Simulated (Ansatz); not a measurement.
One geometry of the cluster Ru3, several levels of theory.

```yaml
crystal:
  periodic: [false, false, false]
  atoms:
    - {symbol: Ru, position_ang: [-0.349899, -0.173715, 0.007750]}
    - {symbol: Ru, position_ang: [-2.599264, 0.057756, -0.120296]}
    - {symbol: Ru, position_ang: [-1.687937, -1.992141, 0.189647]}
basis:
  gaussian: {orbitals: def2-TZVP, initial_orbitals: start.molden}
hamiltonian: {xc: r2scan, dispersion: d4}
scf: {omitted_lower_state_checks: [starts]}
output: {orbitals: {seedname: orbitals}}
```

The file start.molden holds the orbitals of an earlier run on this structure, at another level or in another basis.

```sh
$ ansatz run in.yaml --threads 4 --pin off --events-out ev --progress --plain --max-ram 3916MiB
```

Output, abridged:

```
Functional definition: r2SCAN
1062 factors; their error is unknown
mean field evaluation 1: about -7746.0036 eV, gradient 5.3e0 eV
mean field evaluation 2: about -7746.1235 eV, gradient 2.4e-1 eV
mean field evaluation 4: about -7746.1152 eV, gradient 1.0e-1 eV
mean field evaluation 8: about -7746.1152 eV, gradient 2.9e-5 eV
mean field -7746.11520299 eV, -284.6644832045 hartree, gradient 5.0e-6 eV, S^2 0.000000; 0 other end points of the search recorded, 0 dependent functions left out
reference -7746.11521658 eV, -284.6644837040 hartree; 24, 24 occupied and 96, 96 virtual orbitals, 1062 factors
Total energy: -7746.13770258 eV, -284.6653100490 hartree
Checks for a lower state left out: starts
```

Hardware: 4 threads of Arm Neoverse V2 on a shared host. Wall time 2.5 s.

As the first input, with `gaussian: {orbitals: def2-TZVPP, initial_orbitals: start.molden}`, `correlation: {method: ccsd_t}` and without the key `hamiltonian` (abridged; 1.9 min):

```
Functional definition: HF
mean field evaluation 16: about -7673.2100 eV, gradient 1.1e-2 eV
mean field evaluation 32: about -7661.3401 eV, gradient 3.6e1 eV
mean field evaluation 64: about -7654.7840 eV, gradient 7.5e1 eV
mean field evaluation 96: about -7668.4580 eV, gradient 6.2e0 eV
mean field evaluation 128: about -7670.9853 eV, gradient 9.7e0 eV
mean field evaluation 160: about -7666.4110 eV, gradient 2.1e1 eV
mean field evaluation 192: about -7668.6760 eV, gradient 2.5e1 eV
mean field -7673.21003808 eV, -281.9852678108 hartree, gradient 2.5e-6 eV, S^2 0.000000; unrestricted orbitals would lower it
mean field evaluation 224: about -7675.8990 eV, gradient 5.1e-1 eV
mean field evaluation 256: about -7677.2483 eV, gradient 4.4e-1 eV
mean field evaluation 288: about -7678.8048 eV, gradient 2.6e-4 eV
mean field evaluation 320: about -7671.9927 eV, gradient 9.4e-3 eV
mean field evaluation 352: about -7676.7552 eV, gradient 2.1e0 eV
[...]
cycle  15  -50.65898599 eV  change   -2.4e-3 eV  update   1.4e-3
cycle  16  -50.65954618 eV  change   -5.6e-4 eV  update   9.9e-4
cycle  17  -50.65799717 eV  change    1.5e-3 eV  update   5.3e-4
cycle  18  -50.65791596 eV  change    8.1e-5 eV  update   2.5e-4
cycle  19  -50.65809591 eV  change   -1.8e-4 eV  update   1.5e-4
cycle  20  -50.65809407 eV  change    1.8e-6 eV  update   7.6e-5
cycle  21  -50.65809383 eV  change    2.4e-7 eV  update   5.8e-5
cycle  22  -50.65817041 eV  change   -7.7e-5 eV  update   3.7e-5
cycle  23  -50.65822020 eV  change   -5.0e-5 eV  update   2.7e-5
perturbative correction -5.49304297 eV, -0.2018656057 hartree
WARN: the results are in doubt because among natural orbitals full CI differs from the method by +0.479 eV
Total energy: -7729.36130125 eV, -284.0487886717 hartree
In doubt: among natural orbitals full CI differs from the method by +0.479 eV
Checks for a lower state left out: starts
```

First input, but with `gaussian: {orbitals: def2-TZVPD, initial_orbitals: start.molden}` (abridged; 2.5 s):

```
Functional definition: r2SCAN
mean field -7746.11520299 eV, -284.6644832045 hartree, gradient 5.0e-6 eV, S^2 0.000000
Total energy: -7746.13770258 eV, -284.6653100490 hartree
Checks for a lower state left out: starts
```

The first input with `hamiltonian: {xc: pbe0, dispersion: d4}` and without the key `scf` (abridged; 4.7 s):

```
Functional definition: PBE0
mean field evaluation 16: about -7740.4587 eV, gradient 1.1e1 eV
mean field evaluation 32: about -7740.7114 eV, gradient 8.8e-5 eV
mean field -7740.71141627 eV, -284.4658977053 hartree, gradient 2.4e-5 eV, S^2 0.000000; 4 other end points of the search recorded, 0 dependent functions left out
Total energy: -7740.82695616 eV, -284.4701437181 hartree
```

First input, but with `hamiltonian: {xc: {text: "exchange = 0.90*pbe_x + 0.10*exact_x\ncorrelation = pbe_c"}}` (abridged; 1.6 s):

```
Functional definition: unnamed
mean field evaluation 16: about -7744.0255 eV, gradient 3.2e-6 eV
mean field -7744.02551804 eV, -284.5876886988 hartree, gradient 3.2e-6 eV, S^2 0.000000
Total energy: -7744.02555304 eV, -284.5876899852 hartree
Checks for a lower state left out: starts
```

As the first input, with `gaussian: {orbitals: def2-TZVPD, initial_orbitals: start.molden}`, `hamiltonian: {xc: pbe, dispersion: d4}` (abridged; 1.4 s):

```
Functional definition: PBE
mean field -7746.31009560 eV, -284.6716453757 hartree, gradient 2.6e-6 eV, S^2 0.000000
Total energy: -7746.44701825 eV, -284.6766771902 hartree
Checks for a lower state left out: starts
```

As the first input, with `hamiltonian: {xc: {name: wB97M-V}}` (abridged; 22 s):

```
Functional definition: wB97M-V
mean field evaluation 16: about -7733.2343 eV, gradient 4.2e-6 eV
mean field -7733.23429152 eV, -284.1911184389 hartree, gradient 4.2e-6 eV, S^2 0.000000
Total energy: -7733.23433898 eV, -284.1911201831 hartree
Checks for a lower state left out: starts
```

Geometry: r2SCAN-D4/def2-TZVP.

In the def2 sets Ru takes a core potential; there is no spin–orbit coupling. Correlated methods freeze no core orbitals; core or outer-core shells of Ru are correlated, in sets that lack core-valence functions. At r2SCAN-D4/def2-TZVP, CCSD(T)/def2-TZVPP, PBE0-D4/def2-TZVP the restricted singlet (for correlated methods, its reference) is unstable: a solution with broken spin symmetry lies lower. At CCSD(T)/def2-TZVPP the program marks the result for the charge 0 singlet as doubtful (large difference). At CCSD(T)/def2-TZVPP T1 of the charge 0 singlet is large (up to 0.131), so the single-reference result is doubtful. The restricted singlet is unstable towards broken spin symmetry at other levels; at r2SCAN-D4/def2-TZVPD, PBE with 10 % exact exchange/def2-TZVP, PBE-D4/def2-TZVPD, ωB97M-V/def2-TZVP this wasn't settled. At PBE0-D4/def2-TZVP a triplet of charge 0 lies 2.04 eV below the restricted singlet, each at its own geometry. The structure comes from a short search, and lower isomers may exist.
